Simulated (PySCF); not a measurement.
C2H6Cl2F2Si2, SMILES F[SiH](F)CC[SiH](Cl)Cl at its CAM-B3LYP/def2-SVP optimised geometry (Å):

```
14

Si     0.0410    -2.2177     0.0000
F     -0.4051    -2.9201     1.3834
F      1.6556    -2.2177     0.0000
C     -0.5525    -0.4639     0.0000
C      0.0087     0.3494     1.1792
Si    -0.5435     2.1295     1.2213
Cl    -2.6027     2.1936     1.3567
Cl     0.0343     3.0547    -0.5318
H     -0.4274    -3.0547    -1.1218
H     -1.6556    -0.4658     0.0223
H     -0.2693     0.0018    -0.9594
H     -0.2835    -0.1095     2.1394
H      1.1120     0.3456     1.1613
H      0.0197     2.8920     2.3552
```

Level of theory: CAM-B3LYP/def2-TZVP run with PySCF. Cells within 0.4 Å of a nucleus heavier than hydrogen are left out (blank, or x).

Map of the electron localisation function on the plane z = 1.2 Å:

```
|00000000000000000000000000000|
|00000000000000000000000000000|
|00000000000000000000000000000|
|00000011100000000000000000000|
|00000244410000000000000000000|
|00002577641001100000000000000|
|00014788874112310000000000000|
|00015886687200121000000000000|
|0002585xx780xx011000000000000|
|0002586xx780xx011000000000000|
|00015887776200462100000000000|
|00014788862389975675100000000|
|00002466510278469999600000000|
|00000121000151xx9999800000000|
|00000000000145x59999500000000|
|00000000000135546883000000000|
|00000000010012211000000000000|
|00000000000000000000000000000|
|00000000000000000011100000000|
|00000000000134310133200000000|
|00000000002578740023200000000|
|0000000001478x861012100000000|
|0000000001478x861001000000000|
|00000000003678751000000000000|
|00000000001355520000000000000|
|00000000000112110000000000000|
|00000000000000000000000000000|
|00000000000000000000000000000|
|00000000000000000000000000000|
```
Scale: ten equal steps from 0.000 (start of '0') to 1.000 (end of '9'), in the order '0123456789'; x runs from -5.50 to 5.50, y from -5.50 (bottom) to 5.50 (top).
